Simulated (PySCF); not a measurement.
Task: Give a PBE0-D3(BJ)/def2-SVP geometry of trans-[Ag(NCS)2(OH)2]2- (`[OH][Ag-2]([OH])([N]=C=S)[N]=C=S`) [radical]. (Charge -2 and doublet state.)

Result: 
```
atom  x, y, z in Å
Ag1    0.213   -0.017   -0.006
N2     2.447   -0.218   -0.095
C3     3.613   -0.352   -0.157
S4     5.246   -0.538   -0.245
O5     0.295    1.987   -0.503
H6    -0.653    2.169   -0.525
N7    -2.072    0.170    0.040
C8    -3.238    0.313    0.127
S9    -4.864    0.509    0.242
O10   -0.012   -1.999    0.527
H11   -0.975   -2.023    0.594
```

Orientation and origin are arbitrary. Atoms count from 1 in this order. The Ag–N distances run from 2.245 Å (Ag1–N2) to 2.293 Å (Ag1–N7), a spread of 0.048 Å. Ag1 (silver bonded to 2 N and 2 O) is square planar (angles from 88.0° to 178.8°). O5 (oxygen bonded to Ag and H) is bent (angle 98.6°).

Bonds between heavy atoms (Å): Ag1–N2 2.245, Ag1–O5 2.066, Ag1–N7 2.293, Ag1–O10 2.065, N2–C3 1.175, C3–S4 1.647, N7–C8 1.178, C8–S9 1.642.

Level of theory: PBE0-D3(BJ)/def2-SVP geometry optimisation, gas phase, def2 core potentials past Kr (PySCF).

Point group: near C2v, missed by 0.13 Å at most; the miss may be what the optimiser left on a soft mode (Cs holds within 0.08 Å). PBE0-D3(BJ)/def2-SVP frequencies: not computed here. ⟨S²⟩ = 0.753 (exact for a doublet: 0.75). Whether so highly charged an anion holds all its electrons in the gas phase wasn't checked; a finite basis holds them in any case. The ion is multiply charged and computed without counter-ions or solvent. The geometry's basis has no diffuse functions, a weakness for an anion.

Hardware: one thread of an Arm Neoverse V1, shared host. Cost: 12 min. This is the geometry optimisation.

For an open-shell metal species like this, the optimisation's SCF solution wasn't tested for stability and no frequencies at its level were run, so a lower state or another shape may exist.
